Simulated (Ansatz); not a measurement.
`O[SiH2][TeH]` and `O[SiH2]S` differ in one atom or group.

Ansatz, PBE0-D4/def2-TZVP geometries, multiplicity 1. Each molecule was computed in one conformer, which needn't be the lowest.

Elements past krypton have def2 core potentials.

```tsv
property	`O[SiH2][TeH]`
size of the dipole moment (ωB97M-V/def2-TZVPP) / D	1.12
HOMO energy (B3LYP/def2-TZVPP) / eV	-6.46
LUMO energy (PBE0/def2-TZVPP) / eV	-0.66
HOMO–LUMO gap (PBE/def2-TZVPP) / eV	4.18
HOMO–LUMO gap (B3LYP/def2-TZVPP) / eV	5.55
LUMO energy (PBE/def2-TZVPP) / eV	-1.47
```

Q: Give the same properties after the change, and the shifts. (Best estimate.)

A: Ansatz gave: 
```json
{"property": "size of the dipole moment (ωB97M-V/def2-TZVPP) / D", "`O[SiH2]S`": "0.83", "shift": "-0.29"}
{"property": "HOMO energy (B3LYP/def2-TZVPP) / eV", "`O[SiH2]S`": "-7.44", "shift": "-0.98"}
{"property": "LUMO energy (PBE0/def2-TZVPP) / eV", "`O[SiH2]S`": "0.26", "shift": "0.92"}
{"property": "HOMO–LUMO gap (PBE/def2-TZVPP) / eV", "`O[SiH2]S`": "5.84", "shift": "1.66"}
{"property": "HOMO–LUMO gap (B3LYP/def2-TZVPP) / eV", "`O[SiH2]S`": "7.42", "shift": "1.87"}
{"property": "LUMO energy (PBE/def2-TZVPP) / eV", "`O[SiH2]S`": "-0.61", "shift": "0.86"}
```

With PBE0 the HOMO falls by 1.02 eV and the LUMO rises by 0.92 eV, so the gap widens by about 1.94 eV. PBE moves the HOMO by -0.79 eV and ωB97M-V by -1.15 eV. Dipoles are sizes alone; their direction can turn.

B3LYP here is the variant with VWN-RPA as its local correlation; programs differ in this.

Spin–orbit coupling is left out; it splits and shifts lone-pair levels of the heavy atoms by tenths of an eV.
